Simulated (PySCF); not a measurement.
B(Cl)(GeH3)(H) (BClGeH₄), SMILES Cl[BH][GeH3].

Geometry: TPSSh-D3(BJ)/def2-SVP.

Method: TPSSh-D3(BJ)/def2-SVP run with PySCF.

Frequencies are harmonic and unscaled.

Estimate the vibrational spectrum. (The exact figures need the calculation; the answer reports its results.)


```json
[
 {"mode": "1", "ν (cm⁻¹)": "25", "IR (km/mol)": "0.3", "moving atoms (share of kinetic energy)": "H 81 %, B 15 %"},
 {"mode": "2", "ν (cm⁻¹)": "163", "IR (km/mol)": "1.4", "moving atoms (share of kinetic energy)": "Cl 51 %, Ge 24 %, B 14 %, H 12 %"},
 {"mode": "3", "ν (cm⁻¹)": "407", "IR (km/mol)": "22.1", "moving atoms (share of kinetic energy)": "H 97 %"},
 {"mode": "4", "ν (cm⁻¹)": "426", "IR (km/mol)": "20.4", "moving atoms (share of kinetic energy)": "H 58 %, B 19 %, Ge 12 %, Cl 11 %"},
 {"mode": "5", "ν (cm⁻¹)": "606", "IR (km/mol)": "8.3", "moving atoms (share of kinetic energy)": "B 50 %, H 41 %, Ge 8 %"},
 {"mode": "6", "ν (cm⁻¹)": "730", "IR (km/mol)": "0.7", "moving atoms (share of kinetic energy)": "H 64 %, B 34 %"},
 {"mode": "7", "ν (cm⁻¹)": "813", "IR (km/mol)": "171.8", "moving atoms (share of kinetic energy)": "H 97 %"},
 {"mode": "8", "ν (cm⁻¹)": "852", "IR (km/mol)": "54.5", "moving atoms (share of kinetic energy)": "B 52 %, H 29 %, Cl 19 %"},
 {"mode": "9", "ν (cm⁻¹)": "891", "IR (km/mol)": "42.5", "moving atoms (share of kinetic energy)": "H 94 %"},
 {"mode": "10", "ν (cm⁻¹)": "897", "IR (km/mol)": "30.8", "moving atoms (share of kinetic energy)": "H 98 %"},
 {"mode": "11", "ν (cm⁻¹)": "1069", "IR (km/mol)": "126.3", "moving atoms (share of kinetic energy)": "H 69 %, B 30 %"},
 {"mode": "12", "ν (cm⁻¹)": "2136", "IR (km/mol)": "76.5", "moving atoms (share of kinetic energy)": "H 99 %"},
 {"mode": "13", "ν (cm⁻¹)": "2136", "IR (km/mol)": "117.6", "moving atoms (share of kinetic energy)": "H 98 %"},
 {"mode": "14", "ν (cm⁻¹)": "2161", "IR (km/mol)": "109.8", "moving atoms (share of kinetic energy)": "H 99 %"},
 {"mode": "15", "ν (cm⁻¹)": "2658", "IR (km/mol)": "106.5", "moving atoms (share of kinetic energy)": "H 91 %, B 9 %"}
]
```
